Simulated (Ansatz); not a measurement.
Potential energy curve for SeBe, lowest triplet found (which spin is the ground state isn't settled by this scan).

Levels: ROHF/cc-pVDZ (Ansatz, a program for electronic structure); ROMP2 = MP2 on ROHF/cc-pVDZ, cores with 3d frozen (Ansatz); ROCCSD = CCSD on ROHF/cc-pVDZ, cores with 3d frozen (Ansatz); ROCCSD(T) = CCSD(T) on ROHF/cc-pVDZ, cores with 3d frozen in Ansatz; UHF/cc-pVDZ (Ansatz); UMP2 = MP2 on UHF/cc-pVDZ, cores with 3d frozen (Ansatz); UCCSD = CCSD on UHF/cc-pVDZ, cores with 3d frozen run with Ansatz; UCCSD(T) = CCSD(T) on UHF/cc-pVDZ, cores with 3d frozen (Ansatz); ROCCSDT = CCSDT on ROHF/cc-pVDZ, cores with 3d frozen (Ansatz); UCCSDT = CCSDT on UHF/cc-pVDZ, cores with 3d frozen in Ansatz; UCCSDT(Q) = CCSDT(Q) on UHF/cc-pVDZ, cores with 3d frozen (Ansatz); UKS-BLYP = unrestricted BLYP/cc-pVDZ run with Ansatz; UKS-PBE = unrestricted PBE/cc-pVDZ in Ansatz; FCI = full CI/cc-pVDZ, cores with 3d frozen run with Ansatz.

All curves are set to zero at 2.04 Å and compared with full CI in the same basis at 2.04, 2.13, 2.16, 2.23, 2.35, 2.45, 2.57, 2.70, 2.93, 3.16, 3.46 Å.

Q: Which method stays most parallel to full CI over these points, and which least?

A: UCCSDT(Q) has the smallest spread and ROHF the largest. In order (kJ/mol): UCCSDT(Q) 0.36, UCCSDT 0.89, ROCCSDT 0.96, ROCCSD(T) 2.61, UCCSD(T) 2.75, UHF 8.11, UCCSD 8.98, ROCCSD 12.65, UKS-BLYP 29.74, ROMP2 36.11, UMP2 39.55, UKS-PBE 40.12, ROHF 43.91.

Errors against full CI at some of the points (kJ/mol):

| method | 2.57 Å | 3.16 Å | 4.24 Å | 5.42 Å | 7.38 Å |
|---|---|---|---|---|---|
| UCCSDT(Q) | -0.1 | -0.3 | — | — | — |
| UCCSDT | 0.2 | -0.4 | — | — | — |
| ROCCSDT | 0.4 | -0.1 | — | — | — |
| ROCCSD(T) | 1.2 | -0.3 | — | — | — |
| UCCSD(T) | 1.0 | -0.6 | — | — | — |
| UHF | 6.8 | 4.9 | — | — | — |
| UCCSD | 2.0 | -4.1 | — | — | — |
| ROCCSD | 3.5 | -3.8 | — | — | — |
| UKS-BLYP | -5.8 | 7.6 | — | — | — |
| ROMP2 | 12.1 | 36.1 | — | — | — |
| UMP2 | 10.5 | 35.1 | — | — | — |
| UKS-PBE | -0.2 | 20.9 | — | — | — |
| ROHF | 14.3 | 30.9 | — | — | — |

A dash means that the run gave no value there, or that the column was ended at a point which the program doubted or which failed a test of continuity chosen for this set; such a test can also cut sound points.

The T1 diagnostic of CCSD on the restricted reference of ROMP2, ROCCSD, ROCCSD(T), ROCCSDT exceeds 0.045 at 2.70 to 2.93 Å. The unrestricted determinant behind UHF, UMP2, UCCSD, UCCSD(T), UCCSDT, UCCSDT(Q) is spin-contaminated at 2.70 to 7.38 Å (<S²> up to 2.3, against 2.00 for a pure triplet).
